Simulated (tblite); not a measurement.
Species: C6H11NO.
SMILES with atom numbers: `[CH3:1][O:2][CH2:3][C@H:4]1[CH2:5][CH:6]=[N:7][CH2:8]1` (hydrogens: H9, H10, H11 on C1; H12, H13 on C3; H14 on C4; H15, H16 on C5; H17 on C6; H18, H19 on C8)

Computed with GFN2-xTB (tblite), gas phase: Langevin dynamics at 300 K from the optimised GFN2-xTB geometry, time step 0.5 fs, friction 0.01 fs⁻¹, 2000 steps. The instantaneous temperature is 2·E(kin)/(3Nk) with all 3N coordinates.

```
t (fs)  T (K)  E(pot) above start (eV)  C1–O2 (Å)  O2–C3 (Å)  C3–C4 (Å)  C4–C5 (Å)  C5–C6 (Å)  C1–H9 (Å)  C1–O2–C3–C4 (°)
     0    244                    0.000      1.405      1.409      1.535      1.537      1.501      1.097               72
    25    190                    0.344      1.413      1.446      1.570      1.551      1.483      1.085               65
    50    190                    0.444      1.392      1.392      1.529      1.542      1.511      1.110               62
    75    134                    0.537      1.426      1.409      1.508      1.508      1.519      1.092               63
   100    176                    0.572      1.447      1.410      1.558      1.516      1.526      1.079               66
   125    384                    0.432      1.445      1.442      1.531      1.504      1.509      1.077               72
   150    351                    0.511      1.421      1.416      1.558      1.489      1.521      1.122               83
   175    265                    0.749      1.360      1.411      1.608      1.528      1.465      1.142               92
   200    351                    0.741      1.376      1.479      1.500      1.569      1.470      1.177               88
   225    386                    0.651      1.411      1.438      1.506      1.608      1.520      1.121               70
   250    333                    0.808      1.431      1.365      1.621      1.572      1.484      1.047               56
   275    355                    0.539      1.417      1.429      1.584      1.510      1.483      1.038               56
   300    262                    0.550      1.407      1.427      1.551      1.489      1.535      1.080               66
   325    262                    0.714      1.378      1.424      1.557      1.511      1.536      1.098               73
   350    255                    0.509      1.371      1.417      1.515      1.515      1.497      1.148               70
   375    275                    0.488      1.414      1.410      1.520      1.599      1.503      1.162               66
   400    205                    0.544      1.435      1.426      1.548      1.576      1.484      1.118               61
   425    211                    0.444      1.402      1.386      1.510      1.516      1.470      1.070               62
   450    252                    0.485      1.436      1.414      1.542      1.529      1.521      1.034               60
   475    272                    0.457      1.413      1.389      1.541      1.522      1.516      1.055               63
   500    258                    0.450      1.410      1.436      1.554      1.528      1.483      1.107               75
   525    316                    0.576      1.381      1.456      1.573      1.573      1.489      1.128               75
   550    260                    0.773      1.363      1.419      1.527      1.530      1.489      1.121               72
   575    341                    0.586      1.452      1.400      1.509      1.524      1.505      1.076               72
   600    364                    0.791      1.462      1.411      1.571      1.554      1.517      1.039               65
   625    372                    0.817      1.431      1.387      1.574      1.506      1.440      1.043               68
   650    419                    0.790      1.385      1.409      1.567      1.522      1.486      1.096               71
   675    423                    0.956      1.416      1.445      1.479      1.590      1.500      1.160               71
   700    321                    0.851      1.441      1.457      1.577      1.556      1.503      1.145               69
   725    339                    0.684      1.427      1.419      1.611      1.481      1.445      1.084               71
   750    354                    0.503      1.405      1.364      1.523      1.521      1.524      1.082               73
   775    278                    0.654      1.470      1.391      1.500      1.554      1.526      1.076               66
   800    261                    0.656      1.435      1.420      1.533      1.519      1.515      1.082               69
   825    278                    0.545      1.360      1.408      1.553      1.538      1.493      1.127               72
   850    238                    0.512      1.401      1.396      1.567      1.541      1.506      1.123               66
   875    294                    0.502      1.443      1.413      1.581      1.547      1.464      1.057               64
   900    276                    0.531      1.432      1.402      1.504      1.552      1.505      1.070               71
   925    274                    0.481      1.399      1.395      1.463      1.541      1.503      1.127               59
   950    174                    0.647      1.404      1.456      1.556      1.510      1.505      1.102               40
   975    277                    0.459      1.386      1.423      1.516      1.569      1.498      1.037               48
  1000    290                    0.529      1.407      1.407      1.551      1.546      1.522      1.119               70
```

**Question.** From 500 fs on, how do temperature and potential energy compare with equipartition?

**Answer.** The mean temperature of these 21 frames is 305 K against the target 300 K, and the mean potential energy 0.63 eV against 51 × kT/2 = 0.66 eV for 51 classical harmonic modes. For 19 atoms in a canonical ensemble the temperature itself scatters by T·√(2/(3N)) = 56 K; here its standard deviation is 59 K. The whole run lasts only 10 friction times of 100 fs, so these averages carry a wide statistical error.

**Question.** What are the kinetic and total energies of the listed frame with the highest potential energy?

**Answer.** The one at 675 fs, 0.956 eV above the start. Its kinetic energy is 3NkT/2 = 1.039 eV at 423 K, so the sum is 1.99 eV; over the listed frames the sum runs from 0.60 to 1.99 eV, since the thermostat adds and removes energy.

**Question.** How much do the listed bonds fluctuate from 500 fs on?

**Answer.** 
```json
{"bond": "C1–O2", "at the start (Å)": "1.405", "mean (Å)": "1.415", "standard deviation (Å)": "0.030"}
{"bond": "O2–C3", "at the start (Å)": "1.409", "mean (Å)": "1.415", "standard deviation (Å)": "0.024"}
{"bond": "C3–C4", "at the start (Å)": "1.535", "mean (Å)": "1.542", "standard deviation (Å)": "0.036"}
{"bond": "C4–C5", "at the start (Å)": "1.537", "mean (Å)": "1.538", "standard deviation (Å)": "0.024"}
{"bond": "C5–C6", "at the start (Å)": "1.501", "mean (Å)": "1.496", "standard deviation (Å)": "0.023"}
{"bond": "C1–H9", "at the start (Å)": "1.097", "mean (Å)": "1.095", "standard deviation (Å)": "0.034"}
```

The motion is classical and holds no zero-point motion.

The cost below is that of the whole dynamics run. Hardware: one thread, AMD EPYC 9R45 (x86_64), shared host. Cost: 7.0 s, 0.18 GiB resident at most.
